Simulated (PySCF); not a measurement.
Potential energy of AlSb along the bond

Set-up: basis Al x2c-SVPall, Sb x2c-SVPall; spin-free X2C with a Gaussian nucleus; PySCF 2.14. Energies in eV from Al + Sb in their ground configurations at the same level. State: ³Σ⁻ (triplet), unpaired electrons π ↑↑.

| R (Å) | r²SCAN |
| --- | --- |
| 2.367 | -1.285 |
| 2.477 | -1.635 |
| 2.587 | -1.827 |
| 2.669 | -1.895 |
| 2.752 | -1.915 |
| 2.835 | -1.898 |
| 2.945 | -1.833 |
| 3.082 | -1.707 |
| 3.247 | -1.516 |
| 3.467 | -1.237 |

Question: Put a parabola through the three lowest points of the r²SCAN curve and estimate Re, k and ωe (reduced mass 22.06 u; 1 eV/Å² = 0.16022 mdyn/Å; ωe = 1302.8·√(k/μ) cm⁻¹).

Answer: Through R = 2.669, 2.752, 2.835 Å the second-order coefficient is 2.69 eV/Å², so Re ≈ 2.755 Å, k ≈ 0.861 mdyn/Å and ωe ≈ 257 cm⁻¹. A polynomial fit of higher order to the unrounded r²SCAN energies gives Re = 2.752 Å, k = 0.863 mdyn/Å, ωe = 258 cm⁻¹; anharmonicity and rounding make the difference.

The higher-order fit for each curve: r²SCAN: Re = 2.752 Å, ωe = 258 cm⁻¹, De = 1.91 eV.

These are scalar-relativistic numbers at best; spin–orbit coupling would shift them, the dissociation energy most. The state was picked by a PBE0 search and need not be the measured ground state.
